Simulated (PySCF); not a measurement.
## Basis-set dependence of the ionisation energy of Yb(2+)

Yb(2+) [Xe] 4f14 (1S) → Yb(3+) [Xe] 4f13 (2F). All values are computed (PySCF 2.14, energy differences of UHF-based or UKS calculations, no spin-orbit coupling). Values in eV.

| basis | Hamiltonian | functions | UHF | PBE | PBE0 | MP2 (valence) |
| --- | --- | --- | --- | --- | --- | --- |
| cc-pVDZ-X2C | spin-free X2C | 84 | 20.816 | 25.785 | 24.840 | 25.867 |
| ANO-RCC-VTZP | spin-free X2C | 104 | 20.980 | 26.777 | 25.659 | 27.377 |
| x2c-TZVPPall | spin-free X2C | 113 | 20.649 | 26.405 | 25.288 | 26.793 |
| cc-pVTZ-X2C | spin-free X2C | 145 | 20.659 | n/a | n/a | n/a |
| cc-pwCVTZ-X2C | spin-free X2C | 186 | 20.644 | 26.492 | 25.335 | 27.050 |

Frozen in the all-electron rows: valence: [Kr] 4d10.

At MP2 (valence), cc-pVDZ-X2C, ANO-RCC-VTZP lie more than 0.3 eV from the median of the rows with comparable relativity. Sets contracted for the neutral atom can be stiff in a shell that they treat as core.

Between the lowest levels the reference is 25.053 ± 0.025 eV (semi-empirical (NIST evaluation); NIST Atomic Spectra Database, ionization energies); it includes spin-orbit coupling, which these numbers lack.
